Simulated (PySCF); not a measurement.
## Computed vibrations of [CeOF]+

[CeOF]+ (singlet). PySCF 2.14.0, RKS PBE0, Ce lcecp-2-SVP with ECP46, O def2-SVP, F def2-SVP; non-relativistic Hamiltonian with scalar-relativistic core potentials where named; density fitting; no spin-orbit coupling. Central differences of gradients.

```xyz
3

Ce    0.0446    0.0000   -0.2337
O     1.4340    0.0000    0.8960
F    -1.5355    0.0000    0.9670
```

Run from Python with OMP_NUM_THREADS=2. Where DIIS fails, smearing, a level shift and second-order steps follow.
It took 15 s on 2 threads of Arm Neoverse V2, on a shared host.

Question: What are the harmonic wavenumbers and infrared intensities?

Answer: Modes are labelled in Cs; negative numbers are unstable modes, those under 60 cm⁻¹ near the noise; a finer grid moves soft modes by up to 10 cm⁻¹.
```tsv
cm⁻¹	km/mol	symmetry
212	15.9	a'
675	118.6	a'
983	122.1	a'
```

Question: Is this a minimum?

Answer: Yes. Ideal gas at 298.15 K and 1 bar: S = 285.0 J/(mol K), Cp = 46.2 J/(mol K), H − H(0 K) = 11.8 kJ/mol (rigid rotor, harmonic modes, spin degeneracy alone).
